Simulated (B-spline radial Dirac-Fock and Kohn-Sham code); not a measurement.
**Radiative decay of the L1 hole in Mn¹¹⁺**

System: manganese as Mn¹¹⁺, configuration [Ne] 3s2 3p2.

Model: independent-particle rates on relativistic LDA orbitals of the hole state (multipoles up to L = 3, Coulomb Auger matrix elements, transition energies from Dirac-Fock). Program: a radial B-spline solver.

| line | multipole | energy (eV) | width (meV) | share (%) |
| --- | --- | --- | --- | --- |
| L1-L2 | E1 | 120.3 | 0.0251 | 1.80 |
| L1-L3 | E1 | 130.6 | 0.0651 | 4.68 |
| L1-M2 | E1 | 780.7 | 0.448 | 32.2 |
| L1-M3 | E1 | 782.6 | 0.854 | 61.3 |

The listed lines hold 100.0 % of the radiative rate. The radiative width is 0.00139 eV in the length form and 0.00134 eV in the velocity form; the two differ because the transition energies are not eigenvalue differences of the potential that gave the orbitals.

Values without a named source are computed, but for edge energies of neutral atoms, which are taken from tables.
